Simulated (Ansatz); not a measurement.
`C[O][Au]` + H–F → `[F][Au]` + CH₃OH at 700 K and 1 bar (ligand exchange at the Au–O bond).

Calculated with Ansatz (gas phase, PBE0-D4/def2-TZVP geometries, no zero-point term in ΔE). CCSD(T)/CBS is the MP2 limit (def2-TZVPP, def2-QZVPP) plus CCSD(T) − MP2 in def2-TZVPP, frozen cores. This one scheme is used for every species. Elements past krypton have def2 core potentials. For Au outer-core shells are correlated without core-valence functions, which leaves a few kJ/mol of doubt a bond.

```tsv
species	CCSD(T)/CBS energy (Eh)	H − E (kJ/mol)	S (J/(mol·K))
`C[O][Au]`	-250.49639	149.9	358.0
H–F	-100.39570	45.2	198.5
`[F][Au]`	-235.26934	26.8	272.5
CH₃OH	-115.61712	170.8	288.5
```

H − E and S are ideal-gas, rigid-rotor, harmonic terms from PBE0-D4/def2-TZVP. 1 Eh = 2625.50 kJ/mol, R = 8.31446 J/(mol·K).

Q: By hand: ΔE, ΔH, ΔS and ΔG.

A: ΔE = (-235.26934) + (-115.61712) − (-250.49639) − (-100.39570) = 0.00563 Eh = 14.8 kJ/mol. Δ(H − E) = 26.8 + 170.8 − 149.9 − 45.2 = 2.5, so ΔH = 17.3 kJ/mol. ΔS = 272.5 + 288.5 − 358.0 − 198.5 = 4.5 J/(mol·K). ΔG = 17.3 − 700 × (4.5)/1000 = 14.2 kJ/mol.

Q: By hand: the equilibrium constant, and the temperature at which ΔG would vanish if ΔH and ΔS stayed fixed.

A: log₁₀ K = −ΔG/(RT ln 10) = -1.1. ΔG = 0 at ΔH/ΔS = 3844 K, far beyond where these terms or the molecules hold.

The number of gas molecules stays the same, so ΔS is small and ΔH decides. A doubt of 5 kJ/mol in ΔE shifts log₁₀ K by 0.4 here. These are equilibria of isolated gas molecules and say nothing of rates. Largest T1 diagnostic: 0.033 (customary marks: 0.02 for closed shells, 0.045 for open ones).
